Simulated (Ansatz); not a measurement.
Program: Ansatz. Geometries: PBE0-D4/def2-TZVP. ΔE: electronic, gas phase. CCSD(T)/CBS is the MP2 limit (def2-TZVPP, def2-QZVPP) plus CCSD(T) − MP2 in def2-TZVPP, frozen cores. Functionals use def2-TZVPP. B3LYP here is the variant with VWN-RPA as its local correlation; programs differ in this. For Se outer-core shells are correlated without core-valence functions, which leaves a few kJ/mol of doubt a bond. Scalar relativity is left out up to krypton. One conformer a species, not always the lowest.

Consider the redistribution: `CC[Se]BF` + `C[SiH2]C=O` → `O=CBF` + `CC[Se][SiH2]C`.

| species | B3LYP energy (Eh) |
| --- | --- |
| `CC[Se]BF` | -2606.27562 |
| `C[SiH2]C=O` | -444.62147 |
| `O=CBF` | -239.35071 |
| `CC[Se][SiH2]C` | -2811.53984 |

Task: Work out ΔE.

Result: ΔE = (-239.35071) + (-2811.53984) − (-2606.27562) − (-444.62147) = 0.00654 Eh = +17.2 kJ/mol. CCSD(T)/CBS gives +9.9 kJ/mol.

Largest T1 diagnostic among the species: 0.015.

In def2-TZVPP, CCSD(T) changes the Hartree–Fock value by +11.3 kJ/mol (the triples alone add +2.3 kJ/mol) and MP2 by +9.4 kJ/mol. The D4 term adds −3.3 kJ/mol with B3LYP and −1.9 kJ/mol with PBE0; it sums over pairs of atoms, weighted by their polarisabilities, and B3LYP, whose exchange is more repulsive, gets the larger term. From PBE to PBE0 (25 % exact exchange), in def2-TZVPP and without D4, ΔE moves by −7.3 kJ/mol.
